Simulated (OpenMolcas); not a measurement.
# Ti I: the spin-orbit constant, worked from levels

```yaml
Program: OpenMolcas 26.06
Basis: ANO-RCC-VQZP [7s6p4d3f2g1h]
Scalar_Hamiltonian: DKH2, point nucleus
Active_space: 4 electrons in 6 orbitals (3d 4s)
State_averaging: 2S+1 = 3 even, 55 roots; 2S+1 = 5 even, 10 roots kept (CI in the orbitals of an earlier block); 2S+1 = 1 even, 49 roots kept (CI in the orbitals of an earlier block)
Spin-orbit_coupling: RASSI with atomic mean-field integrals over the reference wave functions, term energies averaged over their components
```

Methods: CASSCF; MS-CASPT2, IPEA 0.25 Eh, imaginary shift 0.1 Eh (closed shells correlated: 3s 3p). Measured levels: NIST Handbook of Basic Atomic Spectroscopic Data.

**The spin-orbit constant.** For the Hund term 3F of d2, E(J) = (A/2) J(J+1) + constant and ζ = 2S·A = 2A. From J = 2 to J = 4 the energy changes by 7 A.

```tsv
Source	E(4) - E(2)	A	ζ
CASSCF	327.3	46.8	94
MS-CASPT2	334.6	47.8	96
measured	386.9	55.3	111
```

All in cm-1. MS-CASPT2 is off by -13.5 % and CASSCF by -15.4 %. Both methods take the spin-orbit matrix elements from the reference wave functions, so the second can move ζ only through the term energies and any multistate remixing. Second-order mixing with other terms is absorbed into this ζ.

CASPT2 breaks the degeneracy within a term, and the mean is taken; among the terms shown or strongly mixed into the levels shown the widest spread is 2800 cm-1 (3d2 4s2 3F, MS-CASPT2). Over all roots computed the reference weight is 0.81 to 0.92 in MS-CASPT2; the roots of lowest weight are the least certain, and an intruder state may touch them. Configurations are named by rounded mean occupations; where the s occupation lies near a half they are strongly mixed, a name can repeat and a true partner stay unpaired. Without dynamic correlation excited terms often stand tens of per cent too high (terms of higher spin than the ground term too low), and those without a measured partner can miss by more than the paired ones (holds for CASSCF). The lowest computed level is not the ground level that NIST lists (3F2) (holds for CASSCF). Measured partners are found by configuration, term and J. A level has none where our copy of the source lacks it or the pairing is in doubt (some pairs that miss far off the trend of their configuration count as doubtful), and it then counts in no deviation. Levels of configurations outside the active space are missing.
